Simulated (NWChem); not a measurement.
The numbers come from NWChem runs, not from measurements. System: C3H5, charge 0, spin multiplicity 2, displaced from the optimised geometry. The structure started from a generated list of species. Its SCF solution wasn't tested for a lower state.

The NWChem input:

```
start mol
memory heap 200 mb stack 900 mb global 1100 mb
geometry units angstroms nocenter noautoz
  C      0.049491    -1.387195     0.000000
  C      0.386663    -0.081790     0.000000
  C     -0.211208     1.288570     0.000000
  H      0.818040    -2.211455     0.000000
  H     -1.035481    -1.721645     0.000000
  H     -1.350896     1.250394     0.000000
  H      0.109331     1.882600     0.910512
  H      0.109331     1.882600    -0.910512
  symmetry group Cs
end
basis spherical
  * library def2-svp
end
dft
  xc becke88 lyp
  odft
  mult 2
  semidirect memsize 60000000 filesize 0
  iterations 100
  convergence nodiis damp 40
end
task dft gradient
```

The output up to the point where the run's verdict is printed (cleaned and shortened):

```
             Northwest Computational Chemistry Package (NWChem) 7.3.0
             --------------------------------------------------------

                                NWChem Input Module
                                -------------------

 Scaling coordinates for geometry "geometry" by  1.889725989
 (inverse scale =  0.529177249)

 Turning off AUTOSYM since
 SYMMETRY directive was detected!

                             Geometry "geometry" -> ""
                             -------------------------

 Output coordinates in angstroms (scale by  1.889725989 to convert to a.u.)

  No.       Tag          Charge          X              Y              Z
 ---- ---------------- ---------- -------------- -------------- --------------
    1 C                    6.0000     0.04949100    -1.38719500     0.00000000
    2 C                    6.0000     0.38666300    -0.08179000     0.00000000
    3 C                    6.0000    -0.21120800     1.28857000     0.00000000
    4 H                    1.0000     0.81804000    -2.21145500     0.00000000
    5 H                    1.0000    -1.03548100    -1.72164500     0.00000000
    6 H                    1.0000    -1.35089600     1.25039400     0.00000000
    7 H                    1.0000     0.10933100     1.88260000     0.91051200
    8 H                    1.0000     0.10933100     1.88260000    -0.91051200

 Effective nuclear repulsion energy (a.u.)      62.0345048255

            Nuclear Dipole moment (a.u.)
            ----------------------------
        X                 Y               Z
 ---------------- ---------------- ----------------
     0.0000018897     0.0000075589     0.0000000000

      Symmetry information
      --------------------

 Group name             Cs
 Group number              2
 Group order               2
 No. of unique centers     7

      Symmetry unique atoms

     1    2    3    4    5    6    7


 Summary of "ao basis" -> "" (spherical)
 ------------------------------------------------------------------------------
       Tag                 Description            Shells   Functions and Types
[...]
 d= 0,ls=0.0         73    -85.9856579257 -5.63D+00  1.85D-01              10.5
                                                     1.55D-01
 d= 0,ls=0.0         74    -80.3570363816  5.63D+00  1.85D-01              10.7
                                                     1.55D-01
 d= 0,ls=0.0         75    -85.9856579257 -5.63D+00  1.85D-01              10.8
                                                     1.55D-01
 d= 0,ls=0.0         76    -80.3570363816  5.63D+00  1.85D-01              11.0
                                                     1.55D-01
 d= 0,ls=0.0         77    -85.9856579257 -5.63D+00  1.85D-01              11.1
                                                     1.55D-01
 d= 0,ls=0.0         78    -80.3570363816  5.63D+00  1.85D-01              11.3
                                                     1.55D-01
 d= 0,ls=0.0         79    -85.9856579257 -5.63D+00  1.85D-01              11.4
                                                     1.55D-01
 d= 0,ls=0.0         80    -80.3570363816  5.63D+00  1.85D-01              11.5
                                                     1.55D-01
 d= 0,ls=0.0         81    -85.9856579257 -5.63D+00  1.85D-01              11.7
                                                     1.55D-01
 d= 0,ls=0.0         82    -80.3570363816  5.63D+00  1.85D-01              11.8
                                                     1.55D-01
 d= 0,ls=0.0         83    -85.9856579257 -5.63D+00  1.85D-01              12.0
                                                     1.55D-01
 d= 0,ls=0.0         84    -80.3570363816  5.63D+00  1.85D-01              12.1
                                                     1.55D-01
 d= 0,ls=0.0         85    -85.9856579257 -5.63D+00  1.85D-01              12.3
                                                     1.55D-01
 d= 0,ls=0.0         86    -80.3570363816  5.63D+00  1.85D-01              12.4
                                                     1.55D-01
 d= 0,ls=0.0         87    -85.9856579257 -5.63D+00  1.85D-01              12.5
                                                     1.55D-01
 d= 0,ls=0.0         88    -80.3570363816  5.63D+00  1.85D-01              12.7
                                                     1.55D-01
 d= 0,ls=0.0         89    -85.9856579257 -5.63D+00  1.85D-01              12.8
                                                     1.55D-01
 d= 0,ls=0.0         90    -80.3570363816  5.63D+00  1.85D-01              13.0
                                                     1.55D-01
 d= 0,ls=0.0         91    -85.9856579257 -5.63D+00  1.85D-01              13.1
                                                     1.55D-01
 d= 0,ls=0.0         92    -80.3570363816  5.63D+00  1.85D-01              13.3
                                                     1.55D-01
 d= 0,ls=0.0         93    -85.9856579257 -5.63D+00  1.85D-01              13.4
                                                     1.55D-01
 d= 0,ls=0.0         94    -80.3570363816  5.63D+00  1.85D-01              13.6
                                                     1.55D-01
 d= 0,ls=0.0         95    -85.9856579257 -5.63D+00  1.85D-01              13.7
                                                     1.55D-01
 d= 0,ls=0.0         96    -80.3570363816  5.63D+00  1.85D-01              13.9
                                                     1.55D-01
 d= 0,ls=0.0         97    -85.9856579257 -5.63D+00  1.85D-01              14.0
                                                     1.55D-01
 d= 0,ls=0.0         98    -80.3570363816  5.63D+00  1.85D-01              14.1
                                                     1.55D-01
 d= 0,ls=0.0         99    -85.9856579257 -5.63D+00  1.85D-01              14.3
                                                     1.55D-01
 d= 0,ls=0.0        100    -80.3570363816  5.63D+00  1.85D-01              14.4
                                                     1.55D-01
```

The run did not converge; its last values are not results. The next line reads: Calculation failed to converge. NWChem stopped with the message: dft gradient failed.
